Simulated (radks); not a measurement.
Problem. These are the eigenvalues of the occupied orbitals of an atom or ion with whole-number occupations (hartree). Calculated with a radial shooting solver on a logarithmic mesh with Libxc functionals: scalar-relativistic Kohn-Sham, PBEsol, spin-polarised, spherical densities, point nucleus.

orbital  eigenvalue
1s up     -2108.259
1s down   -2108.259
2s up     -354.6236
2s down   -354.6226
2p up     -313.7296
2p down   -313.7289
3s up     -79.86595
3s down   -79.83436
3p up     -67.42897
3p down   -67.39744
3d up     -51.85815
3d down   -51.83394
4s up     -16.19066
4s down   -16.12529
4p up     -12.10055
4p down   -12.03619
4d up      -6.62493
4d down    -6.56175
5s up      -2.45359
5s down    -2.42269
5p up      -1.51010
5p down    -1.48804
4f up      -0.66749
4f down    -0.61248

Which element is it, and in what charge state? The configuration may be excited. Open shells, if any, are filled with parallel spins first.

Solution. Z = 68, erbium, charge +2: Er2+ in [Xe] 4f12. The list shows which subshells hold electrons but not how many an open one holds; the 1s level, -2108.3 hartree, gives Z - s = 64.9 by -(Z - s)^2/2, which with screening and relativity narrows Z to a few neighbours, and the depths of the outer levels then fix element, charge and occupations together.
